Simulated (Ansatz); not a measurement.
`F[SiH2][Si](F)(Cl)Cl` + `N=C=O` → `O=C=N[Si](F)(Cl)Cl` + `F[SiH3]` at 500 K and 1 bar (cleavage of the Si–Si bond).

Gas-phase electronic energies from Ansatz, PBE0-D4/def2-TZVP geometries. CBS: MP2 limit from def2 TZ/QZ plus the TZ coupled-cluster correction, frozen cores. This one scheme is used for every species. One conformer a species, not always the lowest.

```tsv
species	CCSD(T)/CBS energy (Eh)	H − E (kJ/mol)	S (J/(mol·K))
`F[SiH2][Si](F)(Cl)Cl`	-1698.73366	123.7	466.1
`N=C=O`	-168.51995	77.7	264.2
`O=C=N[Si](F)(Cl)Cl`	-1476.57281	103.2	451.7
`F[SiH3]`	-390.72345	94.1	267.5
```

H − E and S are ideal-gas, rigid-rotor, harmonic terms from PBE0-D4/def2-TZVP, for one conformer and one mirror image of each species. 1 Eh = 2625.50 kJ/mol, R = 8.31446 J/(mol·K).

Task: By hand: ΔE, ΔH, ΔS and ΔG.

Result: ΔE = (-1476.57281) + (-390.72345) − (-1698.73366) − (-168.51995) = -0.04265 Eh = -112.0 kJ/mol. Δ(H − E) = 103.2 + 94.1 − 123.7 − 77.7 = -4.1, so ΔH = -116.1 kJ/mol. ΔS = 451.7 + 267.5 − 466.1 − 264.2 = -11.1 J/(mol·K). ΔG = -116.1 − 500 × (-11.1)/1000 = -110.5 kJ/mol.

Task: By hand: the equilibrium constant, and the temperature at which ΔG would vanish if ΔH and ΔS stayed fixed.

Result: log₁₀ K = −ΔG/(RT ln 10) = 11.5. ΔG = 0 at ΔH/ΔS = 10459 K, far beyond where these terms or the molecules hold.

The number of gas molecules stays the same, so ΔS is small and ΔH decides. A doubt of 5 kJ/mol in ΔE shifts log₁₀ K by 0.5 here. Other conformers and mirror images would add mixing entropy, several J/(mol·K) or more a flexible species. Modes under 60 cm⁻¹, often nearly free rotors, make the harmonic entropy too high. These are equilibria of isolated gas molecules and say nothing of rates. Largest T1 diagnostic: 0.018 (customary marks: 0.02 for closed shells, 0.045 for open ones).
